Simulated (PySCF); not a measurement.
## Core-level binding energies of `N#[C][GeH2][Cl]`

Species: CH₂ClGeN.
Cartesian coordinates in Å at the PBE0-D3(BJ)/def2-SVP level; atoms count from 1:
```xyz
6
CH2ClGeN angstrom
N      2.5034    0.2311   -0.0599
C      1.3548    0.0773   -0.0353
Ge    -0.5454   -0.2071    0.0102
Cl    -1.4496    1.7389   -0.0532
H     -0.8971   -0.8818    1.3347
H     -0.9424   -0.9883   -1.2409
```

Computed, not measured: delta-SCF UKS SCAN, pcX-2 on the ionised atom, pcseg-1 elsewhere, spin-free X2C (PySCF). These are vertical core ionisation energies against the vacuum level, from separate self-consistent calculations with and without the core hole.

Task: Give the core binding energies atom by atom.

Result: 
```json
{"atom(s)": "Cl4", "bonded to": "Ge", "level": "Cl 1s", "binding energy (eV)": "2828.98", "2p1/2 (eV)": "–", "count": "1"}
{"atom(s)": "N1", "bonded to": "C (triple bond)", "level": "N 1s", "binding energy (eV)": "405.69", "2p1/2 (eV)": "–", "count": "1"}
{"atom(s)": "C2", "bonded to": "N (triple bond) and Ge", "level": "C 1s", "binding energy (eV)": "292.25", "2p1/2 (eV)": "–", "count": "1"}
{"atom(s)": "Cl4", "bonded to": "Ge", "level": "Cl 2p3/2", "binding energy (eV)": "206.39", "2p1/2 (eV)": "208.04", "count": "1"}
```

Task: Which effective nuclear charge Zeff reproduces each element's mean 1s value in the hydrogen-like formula E = 13.606 eV × Zeff²?

Result: C (Z = 6): mean 292.2 eV, Zeff = 4.63, Z − Zeff = 1.37; N (Z = 7): mean 405.7 eV, Zeff = 5.46, Z − Zeff = 1.54; Cl (Z = 17): mean 2829.0 eV, Zeff = 14.42, Z − Zeff = 2.58. Means run over the listed sites, weighted by atom count.

Spin–orbit and ligand-field terms were added within each 2p shell after the spin-free SCF. 2p1/2 minus 2p3/2 (ligand field included): Cl 1.65 eV. No level of germanium is listed. Geometry: PBE0-D3(BJ)/def2-SVP; no solvent, vibrations or thermal averaging.
